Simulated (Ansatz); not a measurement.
PBE exchange is replaced step by step with exact exchange (0 % is PBE, 25 % PBE0; no dispersion term), basis def2-TZVP, Ansatz. System: W₂F₂⁺ (the lowest doublet isomer of a short search). Charge 1, multiplicity 2. Geometry: r2SCAN-D4/def2-TZVP.

Geometry of the doublet:

```xyz
4

W    -0.315    0.365   -1.030
W     0.301   -0.350    0.984
F     1.199    1.082    1.734
F    -1.185   -1.097   -1.688
```

In the def2 sets W takes a core potential; there is no spin–orbit coupling. At PBE-D4/def2-TZVP, PBE with 5 % exact exchange/def2-TZVP, PBE with 10 % exact exchange/def2-TZVP, PBE with 15 % exact exchange/def2-TZVP and others the charge 1 doublet is spin-contaminated (final ⟨S²⟩ up to 1.97, 0.75 for a pure state). The geometry of the doublet was relaxed on an unsound state (⟨S²⟩ 1.52, where a pure state has 0.75). The structure comes from a short search, and lower isomers may exist.

HOMO and LUMO are taken over both spins.

| exact exchange (%) | HOMO (eV) | LUMO (eV) | gap (eV) | ⟨S²⟩ |
| --- | --- | --- | --- | --- |
| 0 | -10.50 | -9.83 | 0.67 | 1.070 |
| 5 | -10.69 | -9.68 | 1.01 | 1.193 |
| 10 | -10.89 | -9.53 | 1.36 | 1.297 |
| 15 | -11.11 | -9.38 | 1.73 | 1.388 |
| 25 | -11.62 | -9.04 | 2.58 | 1.554 |
| 35 | -12.18 | -8.64 | 3.54 | 1.719 |

(1) Estimate the row for 50 %.

Results:

(1) 
```
exact exchange (%)  HOMO (eV)  LUMO (eV)  gap (eV)   ⟨S²⟩
                50     -13.06      -7.99      5.07  1.973
```
